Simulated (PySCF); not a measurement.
29Si chemical shifts

Theoretical values (PySCF 2.14): shielding tensors at PBE0/pcSseg-1 (GIAO), GFN2-xTB structure. Gas phase, averaged over atoms made equivalent by symmetry, fast rotation or ring inversion, one conformer, non-relativistic Hamiltonian.

Shieldings were converted by a linear fit to measured shifts: 29Si: δ = 279.94 − 0.822σ (rms 8.9 ppm, 72 shifts, 25.8 ppm with the 6 outliers that the fit left out vs TMS, solution or neat liquid). A few per cent of atoms miss by over 2 rms, more outside the fitted compound classes.

Problem. Give the 29Si shifts of `CN(C)[SiH]([SiH3])N(C)C`, `N[SiH2][SiH2]C(F)(F)C1CC1`, `CO[C@@H]1C=C([SiH2]F)[SiH2]O1`, `F[C@@H](Cl)[SiH2]CC[SiH3]`, `C#CC1=C[SiH2]C(C#N)=C1`.

Solution. 
```
                                                        compound                                             environment  δ (ppm)
     [CH3:1][N:2]([CH3:3])[SiH:4]([SiH3:5])[N:6]([CH3:7])[CH3:8]                       Si4: silicon bonded to 2 N, Si, H    -16.3
     [CH3:1][N:2]([CH3:3])[SiH:4]([SiH3:5])[N:6]([CH3:7])[CH3:8]                          Si5: silicon bonded to Si, 3 H   -117.6
[NH2:1][SiH2:2][SiH2:3][C:4]([F:5])([F:6])[CH:7]1[CH2:8][CH2:9]1                       Si2: silicon bonded to N, Si, 2 H    -48.3
[NH2:1][SiH2:2][SiH2:3][C:4]([F:5])([F:6])[CH:7]1[CH2:8][CH2:9]1                       Si3: silicon bonded to C, Si, 2 H    -73.5
  [CH3:1][O:2][C@@H:3]1[CH:4]=[C:5]([SiH2:6][F:7])[SiH2:8][O:9]1  Si8: silicon bonded to C, O, 2 H, in a 5-membered ring     -4.3
  [CH3:1][O:2][C@@H:3]1[CH:4]=[C:5]([SiH2:6][F:7])[SiH2:8][O:9]1                        Si6: silicon bonded to C, F, 2 H     -8.8
             [F:1][C@@H:2]([Cl:3])[SiH2:4][CH2:5][CH2:6][SiH3:7]                         Si4: silicon bonded to 2 C, 2 H    -38.1
             [F:1][C@@H:2]([Cl:3])[SiH2:4][CH2:5][CH2:6][SiH3:7]                           Si7: silicon bonded to C, 3 H    -65.1
                                          C#CC1=C[SiH2]C(C#N)=C1        silicon bonded to 2 C, 2 H, in a 5-membered ring    -34.7
```

Problem. Order these by 29Si shift, lowest first.
A. C/C=C\[SiH2]Cl
B. C#C[C@@]1(F)CS[SiH2][C@@H]1C
C. C#C/C=C(/C#C)[SiH2]C#N
D. C=C1C=C([SiH2]C(Cl)Cl)C1=C

Solution. C (-68.4 ppm, silicon bonded to 2 C, 2 H), D (-52.0 ppm, silicon bonded to 2 C, 2 H), A (-34.3 ppm, silicon bonded to C, Cl, 2 H), B (-15.1 ppm, silicon bonded to C, S, 2 H, in a 5-membered ring).
